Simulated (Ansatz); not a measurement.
The first iterations of a band of BCl2H4N + H2O (11 atoms, charge 0, multiplicity 1).

Computed with RKS PBE0/def2-SVP in Ansatz 0.2.0.

```yaml
movable_images: 7
climbing_image: yes
spring: 5.0 eV/Å²
optimiser: quadratic models (default)
start_path: through a guess of the saddle point
force_threshold: 0.05 eV/Å
iteration_limit: 56
end_points: relaxed
```

Initial state:

```xyz
11
Properties=species:S:1:pos:R:3
B -0.006 -1.095 -0.535
H 1.034 -0.869 -1.114
Cl -1.050 -2.335 -1.389
Cl 0.300 -1.529 1.260
H -0.291 0.968 0.050
N -0.847 0.260 -0.483
H 1.790 1.674 0.836
O 0.908 1.553 1.206
H -1.043 0.599 -1.426
H -1.741 0.109 -0.009
H 0.946 0.664 1.605
```

Final state:

```xyz
11
Properties=species:S:1:pos:R:3
B -0.894 -1.113 -0.164
H 3.360 0.357 -0.802
Cl 0.117 -1.762 -1.443
Cl -0.794 -1.787 1.469
H -0.026 1.236 0.437
N -1.779 -0.065 -0.415
H 2.742 0.608 -0.430
O 0.842 1.305 0.851
H -1.913 0.310 -1.346
H -2.449 0.249 0.276
H 0.794 0.661 1.567
```

| iteration | highest image above the first end (eV) | largest band force component (eV/Å) |
| --- | --- | --- |
| 1 | 3.289 | 12.459 |
| 2 | 1.940 | 2.913 |
| 3 | 2.428 | 8.414 |
| 4 | 2.229 | 1.258 |
| 5 | 2.561 | 1.842 |
| 6 | 2.100 | 1.867 |

Task: Does the band converge within its limit, and where does its top end?

Result: The forces met the threshold. It ended after 20 iterations with the highest image 1.516 eV above the first end. A vibrational analysis at the climbing image gives one clearly imaginary mode, 484i cm⁻¹: a first-order saddle point. The orbitals stay closed-shell, which can raise the energy where a bond breaks towards radicals; this wasn't checked here.

Run time: 6 min on 2 threads of Arm Neoverse V2, with other jobs on the host, peak memory 0.24 GiB.
